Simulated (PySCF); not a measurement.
Isomers of C7H7 (doublet state), one GFN2-xTB conformer each. Single-point energies are computed at B3LYP/pcH-1 (PySCF, gas phase, no added dispersion term), electronic only. GFN2-xTB treats the open shell by occupation alone, and not every SCF solution was tested for stability.

**Question.** Rank them by B3LYP/pcH-1 energy, lowest first (kcal/mol).
A. `[CH:1]#[C:2][CH:3]([C:4]#[CH:5])[CH:6][CH3:7]` (doublet state) with C2–C3–C6–C7 101°
B. `[H]/[C:1]=[CH:2]\[C@H:3]([C:4]#[CH:5])[CH:6]=[CH2:7]` (doublet state) with C1–C2–C3–C4 -120°, C2–C3–C6–C7 -110°
C. `[CH:1]#[C:2][CH:3]([C:4]#[CH:5])[CH2:6][CH2:7]` (doublet state) with C2–C3–C6–C7 -65°, C3–C6–C7–H -84° and 84°
D. `[CH2:1]=[CH:2][C:3]1[CH:4]=[CH:5][CH:6]=[CH:7]1` (doublet state) with C1–C2–C3–C4 0°
E. `[CH:1]#[C:2][C:3](=[CH2:4])[C@H:5]1[CH:6][CH2:7]1` (doublet state) with C2–C3–C5–C6 -34°

**Answer.** D (0.0), E (74.1), B (78.0), A (78.0), C (80.0).

Neighbours under 5.0 kcal/mol apart (C#CC(=C)[C@H]1[CH]C1 and [H]/[C]=C\[C@H](C#C)C=C; [H]/[C]=C\[C@H](C#C)C=C and C#CC(C#C)[CH]C; C#CC(C#C)[CH]C and C#CC(C#C)C[CH2]) can change places with a better method, another conformer or zero-point energy. GFN2-xTB itself gives, in the same order: 0.0, 71.0, 81.6, 74.7, 79.2. Both levels put the same isomer lowest; measured from each level's own lowest isomer, the values differ by up to 3.6 kcal/mol ([H]/[C]=C\[C@H](C#C)C=C: 81.6 against 78.0).
